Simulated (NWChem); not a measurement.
System: Si2H4SClF; SMILES F[SiH2]S[SiH2]Cl

Here is an NWChem input.

```
start job
memory heap 200 mb stack 900 mb global 1100 mb
geometry units angstroms noautoz
  Si    -0.366120    -2.105655    -0.366519
  F      1.021005    -2.941133    -0.466461
  S     -0.249673    -0.635543     1.180245
  Si     0.802539     0.893045     0.106812
  Cl    -0.456922     1.956802    -1.138196
  H     -0.582823    -1.456203    -1.684896
  H     -1.449053    -3.042382     0.019498
  H      1.862718     0.288627    -0.742522
  H      1.352758     1.816752     1.129635
end
basis spherical
  Si library def2-svp
  F library def2-svp
  S library def2-svp
  Cl library def2-svp
  H library def2-svp
end
dft
  xc scan
  iterations 150
  mulliken
end
task dft energy
```

Output (shortened):

```
             Northwest Computational Chemistry Package (NWChem) 7.3.0
             --------------------------------------------------------

 C1  symmetry detected

                             Geometry "geometry" -> ""
                             -------------------------

 Output coordinates in angstroms (scale by  1.889725989 to convert to a.u.)

  No.       Tag          Charge          X              Y              Z
 ---- ---------------- ---------- -------------- -------------- --------------
    1 Si                  14.0000    -0.54686788     1.70736731    -0.51069257
    2 F                    9.0000    -0.63538191     2.62327721     0.82549679
    3 S                   16.0000     1.20800861     0.48825241    -0.47280555
    4 Si                  14.0000     0.48602120    -1.09394515     0.78073935
    5 Cl                  17.0000    -0.70146864    -2.41878175    -0.26928052
    6 H                    1.0000    -1.76689040     0.86040678    -0.54338655
    7 H                    1.0000    -0.41471686     2.60438611    -1.68419325
    8 H                    1.0000    -0.33679898    -0.53877241     1.88772583
    9 H                    1.0000     1.68552590    -1.81617428     1.27238560

 Effective nuclear repulsion energy (a.u.)     430.6490896834

                                 NWChem DFT Module
                                 -----------------

 Summary of "ao basis" -> "ao basis" (spherical)
 ------------------------------------------------------------------------------
       Tag                 Description            Shells   Functions and Types
 ---------------- ------------------------------  ------  ---------------------
 Si                         def2-svp                 8       18   4s3p1d
 F                          def2-svp                 6       14   3s2p1d
 S                          def2-svp                 8       18   4s3p1d
 Cl                         def2-svp                 8       18   4s3p1d
 H                          def2-svp                 3        5   2s1p

            General Information
            -------------------
          SCF calculation type: DFT
          Wavefunction type:  closed shell.
          No. of atoms     :     9
          No. of electrons :    74
           Alpha electrons :    37
            Beta electrons :    37
          Charge           :     0
          Spin multiplicity:     1
          Use of symmetry is: off; symmetry adaption is: off
          Maximum number of iterations: 150
          AO basis - number of functions:   106
                     number of shells:    50
          Convergence on energy requested:  1.00D-06
          Convergence on density requested:  1.00D-05
          Convergence on gradient requested:  5.00D-04

              XC Information
              --------------
                         SCAN Method XC Functional
                  SCAN metaGGA Exchange Functional  1.000
                        SCAN Correlation Potential  1.000

             Grid Information
             ----------------
          Grid used for XC integration:  medium
          Radial quadrature: Mura-Knowles
          Angular quadrature: Lebedev.
          Tag              B.-S. Rad. Rad. Pts. Rad. Cut. Ang. Pts.
          ---              ---------- --------- --------- ---------
          Si                  1.10       88          11.0       590
          F                   0.50       49          12.0       434
          S                   1.00       88           9.0       590
          Cl                  1.00       88          12.0       590
          H                   0.35       45          13.0       434
          Grid pruning is: on
          Number of quadrature shells:   581
          Spatial weights used:  Erf1

      Superposition of Atomic Density Guess
      -------------------------------------

 Sum of atomic energies:       -1535.43755372

      Non-variational initial energy
      ------------------------------

 Total energy =   -1536.681842
 1-e energy   =   -2985.606558
 2-e energy   =    1018.275626
 HOMO         =      -0.336368
 LUMO         =       0.059961

     ---------------------------------------------
      Total Density - Mulliken Population Analysis
     ---------------------------------------------

    Atom       Charge   Shell Charges
 -----------   ------   -------------------------------------------------------
    1 Si  14    12.96   2.00  1.99  0.93  0.21  5.93  0.91  0.76  0.22
    2 F    9     9.58   1.99  1.15  0.78  3.52  2.14  0.00
    3 S   16    16.57   2.00  1.99  1.20  0.65  5.94  1.83  2.93  0.03
    4 Si  14    13.14   2.00  1.99  0.97  0.18  5.93  0.95  0.92  0.20
    5 Cl  17    17.42   2.00  1.99  1.22  0.72  5.94  2.16  3.37  0.01
    6 H    1     1.09   0.70  0.38  0.01
    7 H    1     1.09   0.70  0.38  0.01
    8 H    1     1.08   0.70  0.37  0.01
    9 H    1     1.08   0.70  0.36  0.01

   convergence    iter        energy       DeltaE   RMS-Dens  Diis-err
 ---------------- ----- ----------------- --------- --------- ---------
 d= 0,ls=0.0,diis     1  -1539.2237159554 -1.97D+03  1.60D-02  7.42D-01
 d= 0,ls=0.0,diis     2  -1539.1237003252  1.00D-01  9.58D-03  1.77D+00
 d= 0,ls=0.0,diis     3  -1539.3112863665 -1.88D-01  1.75D-03  4.29D-02
 d= 0,ls=0.0,diis     4  -1539.3134170228 -2.13D-03  9.98D-04  1.12D-02
 d= 0,ls=0.0,diis     5  -1539.3149691690 -1.55D-03  2.39D-04  4.68D-04
  Resetting Diis
 d= 0,ls=0.0,diis     6  -1539.3150355279 -6.64D-05  5.87D-05  2.08D-05
 d= 0,ls=0.0,diis     7  -1539.3150390807 -3.55D-06  3.04D-05  1.72D-06
 d= 0,ls=0.0,diis     8  -1539.3150388718  2.09D-07  1.78D-05  2.89D-06
 d= 0,ls=0.0,diis     9  -1539.3150393765 -5.05D-07  1.58D-06  1.89D-08

         Total DFT energy =    -1539.315039376462
      One electron energy =    -2987.417282323258
           Coulomb energy =     1125.351462191418
    Exchange-Corr. energy =     -107.898308928057
 Nuclear repulsion energy =      430.649089683435

 Numeric. integr. density =       74.000015658298

                       DFT Final Molecular Orbital Analysis
                       ------------------------------------

 Vector   35  Occ=2.000000D+00  E=-3.019081D-01
              MO Center= -5.3D-02, -1.5D+00, -1.3D-01, r^2= 4.3D+00
   Bfn.  Coefficient  Atom+Function         Bfn.  Coefficient  Atom+Function
  ----- ------------  ---------------      ----- ------------  ---------------
    80      0.381253  5 Cl py                77      0.277574  5 Cl py
    81     -0.261912  5 Cl pz                79     -0.253632  5 Cl px
    45     -0.214069  3 S  pz               102      0.192010  9 H  s
    78     -0.190855  5 Cl pz                76     -0.183584  5 Cl px
    74      0.161998  5 Cl py                42     -0.158971  3 S  pz

 Vector   36  Occ=2.000000D+00  E=-2.940153D-01
              MO Center= -5.5D-02, -1.1D+00,  9.3D-02, r^2= 4.7D+00
   Bfn.  Coefficient  Atom+Function         Bfn.  Coefficient  Atom+Function
  ----- ------------  ---------------      ----- ------------  ---------------
    79      0.351483  5 Cl px                81     -0.281140  5 Cl pz
    76      0.259820  5 Cl px                43      0.239837  3 S  px
    97      0.228138  8 H  s                 78     -0.203004  5 Cl pz
    40      0.183477  3 S  px                98      0.169813  8 H  s
    45     -0.160756  3 S  pz                73      0.150856  5 Cl px

 Vector   37  Occ=2.000000D+00  E=-2.684211D-01
              MO Center=  8.7D-01,  2.9D-01, -3.5D-01, r^2= 2.8D+00
   Bfn.  Coefficient  Atom+Function         Bfn.  Coefficient  Atom+Function
  ----- ------------  ---------------      ----- ------------  ---------------
    45      0.456152  3 S  pz                42      0.326209  3 S  pz
    44      0.302443  3 S  py                41      0.210073  3 S  py
    43      0.203297  3 S  px                39      0.186669  3 S  pz
    80      0.173514  5 Cl py                40      0.147532  3 S  px
    77      0.126600  5 Cl py                38      0.120414  3 S  py

 Vector   38  Occ=0.000000D+00  E=-3.200262D-02
              MO Center=  1.3D-01, -1.0D-01,  7.0D-02, r^2= 5.2D+00
   Bfn.  Coefficient  Atom+Function         Bfn.  Coefficient  Atom+Function
  ----- ------------  ---------------      ----- ------------  ---------------
    63      0.783981  4 Si pz                13     -0.501690  1 Si pz
    72      0.387300  5 Cl s                 80      0.343297  5 Cl py
    61      0.335514  4 Si px                88     -0.306348  6 H  s
    53     -0.294314  4 Si s                 11     -0.277632  1 Si px
    36      0.259280  3 S  s                 60      0.250599  4 Si pz

 Vector   39  Occ=0.000000D+00  E=-1.309061D-02
              MO Center=  2.9D-01, -1.2D-01,  2.7D-01, r^2= 5.8D+00
   Bfn.  Coefficient  Atom+Function         Bfn.  Coefficient  Atom+Function
  ----- ------------  ---------------      ----- ------------  ---------------
    36      0.866593  3 S  s                 62     -0.701262  4 Si py
    61     -0.519378  4 Si px                11     -0.443050  1 Si px
    43     -0.365011  3 S  px                13      0.346548  1 Si pz
    54     -0.323143  4 Si s                  4     -0.318512  1 Si s
    45      0.286285  3 S  pz                63      0.281519  4 Si pz

 Vector   40  Occ=0.000000D+00  E=-3.436099D-03
              MO Center=  3.6D-02,  1.4D-01,  2.6D-01, r^2= 5.1D+00
   Bfn.  Coefficient  Atom+Function         Bfn.  Coefficient  Atom+Function
  ----- ------------  ---------------      ----- ------------  ---------------
    53      0.747770  4 Si s                 98     -0.570483  8 H  s
    13     -0.521286  1 Si pz                 3     -0.467503  1 Si s
    61     -0.377692  4 Si px                44      0.369276  3 S  py
    54      0.348689  4 Si s                 52      0.276829  4 Si s
     4     -0.264933  1 Si s                 21      0.259676  2 F  s

[...]
```

Level: SCAN/def2-SVP. All runs use the structure optimised with PBE0/def2-SVP.
